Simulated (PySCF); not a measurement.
**Electronic absorption of C7H7N**

Species: C₇H₇N.
SMILES: `C(/C=C\C#N)=C/C=C`

Theory: TDDFT CAM-B3LYP/def2-SVPD, vertical, gas phase, core orbitals frozen in the response (PySCF 2.14.0, density-fitted response routines). Geometry: PBE0-D3(BJ)/def2-SVP, one conformer, isolated molecule. Torsions of this conformer, `[CH2:1]=[CH:2]/[CH:3]=[CH:4]\[CH:5]=[CH:6]/[C:7]#[N:8]`: C1–C2–C3–C4 180°, C3–C4–C5–C6 180°.

List the vertical singlet excitations with oscillator strengths and describe the spectrum.

```json
{"state": "S1", "E (eV)": "4.43", "λ (nm)": "279.9", "ν̃ (cm⁻¹)": "35720", "f": "0.989", "|μ| (D)": "7.68", "symmetry": "A′", "main configurations (H = HOMO, L = LUMO)": "H→L (98%)"}
{"state": "S2", "E (eV)": "5.82", "λ (nm)": "213.0", "ν̃ (cm⁻¹)": "46950", "f": "0.056", "|μ| (D)": "1.60", "symmetry": "A′", "main configurations (H = HOMO, L = LUMO)": "H→L+1 (61%), H-1→L (36%)"}
{"state": "S3", "E (eV)": "6.07", "λ (nm)": "204.3", "ν̃ (cm⁻¹)": "48950", "f": "0.0006", "|μ| (D)": "0.17", "symmetry": "–", "main configurations (H = HOMO, L = LUMO)": "H-2→L (82%), H-2→L+1 (9%)"}
{"state": "S4", "E (eV)": "6.22", "λ (nm)": "199.3", "ν̃ (cm⁻¹)": "50180", "f": "0.014", "|μ| (D)": "0.77", "symmetry": "A′", "main configurations (H = HOMO, L = LUMO)": "H-1→L (58%), H→L+1 (34%)"}
{"state": "S5", "E (eV)": "6.29", "λ (nm)": "197.2", "ν̃ (cm⁻¹)": "50710", "f": "0.0040", "|μ| (D)": "0.41", "symmetry": "A″", "main configurations (H = HOMO, L = LUMO)": "H→L+2 (77%)"}
{"state": "S6", "E (eV)": "6.63", "λ (nm)": "187.0", "ν̃ (cm⁻¹)": "53460", "f": "0.0035", "|μ| (D)": "0.37", "symmetry": "A″", "main configurations (H = HOMO, L = LUMO)": "H-4→L (83%)"}
```

The lowest singlet lies at 4.43 eV (280 nm, ultraviolet) and is strong; its leading configuration is HOMO→LUMO (98%). The lowest level is also the most intense of those listed (f = 0.989). Löwdin shares by element: HOMO carbon 64% or more (atoms not listed hold the other 36%); LUMO carbon 60% or more (atoms not listed hold the other 40%). Of the 6 states listed, 3 reach f = 0.01 and none stays under 0.0005. The oscillator strengths of these states sum to 1.068; summed over the whole spectrum of an exact calculation they would give the number of electrons, 56 (Thomas–Reiche–Kuhn). Orbital energies (eV): HOMO-3 -11.55, HOMO-2 -10.99, HOMO-1 -10.04, HOMO -7.99, LUMO -1.43, LUMO+1 0.55, LUMO+2 1.18. Symmetry labels in Cs follow from the direction of the transition dipole and are given only for states with f of 0.002 or more. Only the lowest 6 singlets were computed, as vertical energies without vibronic structure.
